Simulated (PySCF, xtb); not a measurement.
C2H9ClSi3, SMILES Cl[SiH2][Si@H]1CC[SiH2]1. The values are those of a single conformer.

Harmonic wavenumbers (cm⁻¹) from xtb with GFN2-xTB at its own minimum, in rising order: 21, 49, 67, 112, 148, 326, 338, 389, 412, 450, 479, 485, 517, 573, 590, 618, 666, 682, 709, 735, 761, 806, 815, 1021, 1033, 1166, 1229, 1246, 1486, 1503, 2071, 2185, 2196, 2201, 2230, 2970, 2988, 2996, 3007.

### Question
What does PBE-D3(BJ)/def2-SVP (PySCF) give at its own minimum? (The exact figures need the calculation; the answer reports its results.)

### Answer
23, 59, 88, 144, 188, 326, 374, 422, 440, 468, 522, 529, 592, 617, 635, 663, 690, 696, 729, 798, 806, 898, 903, 926, 982, 1050, 1142, 1189, 1370, 1381, 2141, 2143, 2146, 2156, 2163, 2982, 2984, 3038, 3048. Paired by order, the mean absolute difference is 48 cm⁻¹ and the zero-point energies are 60.4 and 60.7 kcal/mol.
